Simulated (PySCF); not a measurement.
Levels of Ba⁵¹⁺ from EOM-EA-GCCSD

Reference: closed-shell Ba⁵²⁺, [He] 2s2; one electron is added. Calculated with PySCF 2.14, two-component X2C-1e with screened spin-orbit coupling, an uncontracted even-tempered set (17 s from 7.7 bohr⁻², ratio 2.6; 13 p from 10 bohr⁻², ratio 2.6; 7 d from 10 bohr⁻², ratio 2.8; 4 f from 200 bohr⁻², ratio 2.8); frozen nothing; the 32 highest virtual spinors dropped; of the others 50 kept and the rest restored at second order. No Breit or QED terms. Binding energies in eV.

```json
{"level": "2p1/2", "Koopmans": "10030.8", "second order": "10030.0", "EOM-CCSD": "10026.7"}
{"level": "2p3/2", "Koopmans": "9603.6", "second order": "9604.3", "EOM-CCSD": "9604.0"}
```

For comparison, the ionisation energy of Ba⁵¹⁺ is 10023 ± 4 eV (theoretical estimate listed by NIST; NIST Atomic Spectra Database, ionization energies).

Only part of the computed levels is shown.
